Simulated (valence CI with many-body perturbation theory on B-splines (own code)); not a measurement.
Forbidden lines of Hf³⁰⁺

Calculated by relativistic CI+MBPT: six valence electrons over a frozen Dirac-Fock core [Kr], a basis of 7 s, 7 p, 8 d, 6 f, 4 g, 1 h functions for each j, with the one-electron correlation potential Σ1 (screened to all orders), the two-electron term Σ2, the three-electron term Σ3, Breit, model QED; selected single and double excitations, second order for the rest, scaled by the run's own slope (own B-spline code, finite nucleus).

No measured spectrum was set against this ion. As an estimate, large intervals hold to a few tenths of a per cent, small ones and those within an open d or f shell to about a per cent. Core correlation moves these levels by up to 7700 cm⁻¹, and in measured spectra 5 to 20 % of such shifts remained as error; rates that hang on mixing are uncertain with them. Among the levels kept, up to 760 cm⁻¹ of a level comes from second order outside the variational space, and about a tenth of that is noise between levels of different J, which matters for small intervals. Only levels of the ground parity were solved; by the run's estimate the other parity begins above the list, which can be wrong where configurations are misplaced.

Lines 1 to 50 of 120 in falling wavelength, among levels below 531170 cm⁻¹, chosen from the decays that carry over 1 % of a level's rate. Wavelengths and rates use the calculated energies. Electric multipoles are in the length gauge, E1 and E2 with the static RPA response of the core. Weak lines are less certain than strong ones. Lines between different terms over intervals too small for the method are left out, as are lines whose strength nearly cancels. The highest levels of a list are the least certain.

Levels are named by their leading jj configuration (3d3/2^4 stands for four electrons in 3d with j = 3/2), which in mixed levels can hold well under half, so a name can repeat and another be missing. Letters in brackets count levels of one name in rising energy.

| λ vac (Å) | Upper | Lower | Type | A (s⁻¹) | Branch % |
| --- | --- | --- | --- | --- | --- |
| 52580 | (4d3/2^3 4d5/2^3) J=6 | (4d3/2^3 4d5/2^3) J=5 | M1 | 4.42e-02 | 8.2 |
| 4953 | (4d3/2^4 4d5/2^2) J=2 | (4d3/2^4 4d5/2^2) J=4 | E2 | 2.66e-03 | 100.0 |
| 4359 | (4d3/2^3 4d5/2^3) J=5 | (4d3/2^3 4d5/2^3) J=4 [a] | M1 | 1.10e+02 | 1.9 |
| 3096 | (4d3/2^3 4d5/2^3) J=2 [b] | (4d3/2^3 4d5/2^3) J=3 [b] | M1 | 1.95e+02 | 2.0 |
| 2826 | (4d3/2^3 4d5/2^3) J=2 [a] | (4d3/2^3 4d5/2^3) J=1 [a] | M1 | 2.42e+02 | 1.3 |
| 2770 | (4d3/2^3 4d5/2^3) J=4 [b] | (4d3/2^3 4d5/2^3) J=3 [b] | M1 | 1.41e+02 | 7.4 |
| 2328 | (4d3/2^3 4d5/2^3) J=3 [b] | (4d3/2^3 4d5/2^3) J=4 [a] | M1 | 3.36e+02 | 2.2 |
| 2295 | (4d3/2^4 4d5/2^2) J=0 | (4d3/2^4 4d5/2^2) J=2 | E2 | 4.09e-01 | 100.0 |
| 2218 | (4d3/2^3 4d5/2^3) J=1 [a] | (4d3/2^4 4d5/2^2) J=0 | M1 | 1.44e+03 | 5.7 |
| 2068 | (4d3/2^3 4d5/2^3) J=3 [c] | (4d3/2^3 4d5/2^3) J=2 [a] | M1 | 3.23e+02 | 3.0 |
| 1900 | (4d3/2^3 4d5/2^3) J=3 [b] | (4d3/2^3 4d5/2^3) J=3 [a] | M1 | 6.51e+02 | 4.2 |
| 1782 | (4d3/2^3 4d5/2^3) J=4 [b] | (4d3/2^3 4d5/2^3) J=5 | M1 | 2.54e+02 | 13.4 |
| 1642 | (4d3/2^2 4d5/2^4) J=5 | (4d3/2^3 4d5/2^3) J=4 [b] | M1 | 2.02e+03 | 7.0 |
| 1623 | (4d3/2^2 4d5/2^4) J=2 [d] | (4d3/2^2 4d5/2^4) J=2 [c] | M1 | 6.47e+02 | 1.8 |
| 1620 | (4d3/2^2 4d5/2^4) J=3 [a] | (4d3/2^3 4d5/2^3) J=2 [b] | M1 | 9.80e+02 | 2.0 |
| 1520 | (4d3/2^3 4d5/2^3) J=0 | (4d3/2^3 4d5/2^3) J=1 [a] | M1 | 3.20e+03 | 95.8 |
| 1512 | (4d3/2^2 4d5/2^4) J=2 [a] | (4d3/2^3 4d5/2^3) J=3 [b] | M1 | 6.85e+02 | 1.1 |
| 1469 | (4d3/2^2 4d5/2^4) J=2 [c] | (4d3/2^2 4d5/2^4) J=3 [a] | M1 | 6.13e+02 | 1.1 |
| 1396 | (4d3/2^3 4d5/2^3) J=2 [b] | (4d3/2^3 4d5/2^3) J=1 [a] | M1 | 7.81e+02 | 8.1 |
| 1376 | (4d3/2^3 4d5/2^3) J=1 [b] | (4d3/2^3 4d5/2^3) J=1 [a] | M1 | 1.30e+03 | 9.3 |
| 1327 | (4d3/2^3 4d5/2^3) J=3 [a] | (4d3/2^4 4d5/2^2) J=2 | M1 | 5.01e+03 | 20.7 |
| 1324 | (4d3/2^2 4d5/2^4) J=4 [c] | (4d3/2^2 4d5/2^4) J=5 | M1 | 7.57e+02 | 2.0 |
| 1319 | (4d3/2^2 4d5/2^4) J=3 [b] | (4d3/2^3 4d5/2^3) J=4 [b] | M1 | 4.23e+03 | 12.8 |
| 1265 | (4d3/2^3 4d5/2^3) J=4 [b] | (4d3/2^3 4d5/2^3) J=4 [a] | M1 | 8.86e+02 | 46.8 |
| 1256 | (4d3/2^2 4d5/2^4) J=3 [b] | (4d3/2^3 4d5/2^3) J=2 [b] | M1 | 9.41e+02 | 2.8 |
| 1178 | (4d3/2^3 4d5/2^3) J=2 [b] | (4d3/2^3 4d5/2^3) J=3 [a] | M1 | 5.27e+03 | 54.4 |
| 1173 | (4d3/2^2 4d5/2^4) J=4 [a] | (4d3/2^3 4d5/2^3) J=3 [b] | M1 | 1.31e+03 | 2.3 |
| 1171 | (4d3/2 4d5/2^5) J=3 | (4d3/2^2 4d5/2^4) J=4 [c] | M1 | 5.86e+03 | 7.8 |
| 1170 | (4d3/2^2 4d5/2^4) J=4 [b] | (4d3/2^3 4d5/2^3) J=3 [c] | M1 | 1.17e+03 | 4.0 |
| 1146 | (4d3/2^2 4d5/2^4) J=4 [c] | (4d3/2^2 4d5/2^4) J=4 [a] | M1 | 9.38e+02 | 2.5 |
| 1135 | (4d3/2^2 4d5/2^4) J=1 | (4d3/2^3 4d5/2^3) J=1 [b] | M1 | 6.50e+03 | 16.0 |
| 1128 | (4d3/2^3 4d5/2^3) J=1 [a] | (4d3/2^4 4d5/2^2) J=2 | M1 | 2.39e+04 | 94.3 |
| 1121 | (4d3/2^2 4d5/2^4) J=1 | (4d3/2^3 4d5/2^3) J=2 [b] | M1 | 4.37e+03 | 10.8 |
| 1097 | (4d3/2 4d5/2^5) J=2 | (4d3/2^2 4d5/2^4) J=2 [c] | M1 | 2.67e+03 | 3.2 |
| 1075 | (4d3/2^2 4d5/2^4) J=2 [d] | (4d3/2^2 4d5/2^4) J=2 [b] | M1 | 5.26e+02 | 1.4 |
| 1064 | (4d3/2^2 4d5/2^4) J=3 [a] | (4d3/2^3 4d5/2^3) J=3 [b] | M1 | 1.85e+03 | 3.7 |
| 1052 | (4d3/2^2 4d5/2^4) J=1 | (4d3/2^3 4d5/2^3) J=0 | M1 | 7.93e+03 | 19.5 |
| 1046 | (4d3/2^3 4d5/2^3) J=3 [a] | (4d3/2^4 4d5/2^2) J=4 | M1 | 1.92e+04 | 79.3 |
| 1043 | (4d3/2 4d5/2^5) J=3 | (4d3/2^2 4d5/2^4) J=2 [c] | M1 | 9.81e+03 | 13.1 |
| 1027 | (4d3/2^2 4d5/2^4) J=2 [b] | (4d3/2^3 4d5/2^3) J=1 [b] | M1 | 6.23e+02 | 1.8 |
| 1021 | (4d3/2^2 4d5/2^4) J=3 [a] | (4d3/2^3 4d5/2^3) J=2 [a] | M1 | 6.11e+03 | 12.3 |
| 1016 | (4d3/2^2 4d5/2^4) J=2 [b] | (4d3/2^3 4d5/2^3) J=2 [b] | M1 | 1.94e+03 | 5.7 |
| 950.3 | (4d3/2^3 4d5/2^3) J=4 [a] | (4d3/2^4 4d5/2^2) J=4 | M1 | 2.51e+04 | 100.0 |
| 950.2 | (4d3/2^2 4d5/2^4) J=4 [a] | (4d3/2^3 4d5/2^3) J=5 | M1 | 8.29e+03 | 14.8 |
| 948.0 | (4d3/2^2 4d5/2^4) J=2 [a] | (4d3/2^3 4d5/2^3) J=1 [a] | M1 | 1.27e+04 | 20.8 |
| 893.8 | (4d3/2^2 4d5/2^4) J=3 [b] | (4d3/2^3 4d5/2^3) J=3 [b] | M1 | 1.39e+04 | 41.9 |
| 869.0 | (4d3/2^2 4d5/2^4) J=0 [a] | (4d3/2^3 4d5/2^3) J=1 [a] | M1 | 7.12e+04 | 99.4 |
| 868.8 | (4d3/2^2 4d5/2^4) J=5 | (4d3/2^3 4d5/2^3) J=6 | M1 | 1.67e+04 | 57.5 |
| 863.4 | (4d3/2^2 4d5/2^4) J=3 [b] | (4d3/2^3 4d5/2^3) J=2 [a] | M1 | 8.71e+03 | 26.3 |
| 854.7 | (4d3/2^2 4d5/2^4) J=5 | (4d3/2^3 4d5/2^3) J=5 | M1 | 8.70e+03 | 29.9 |
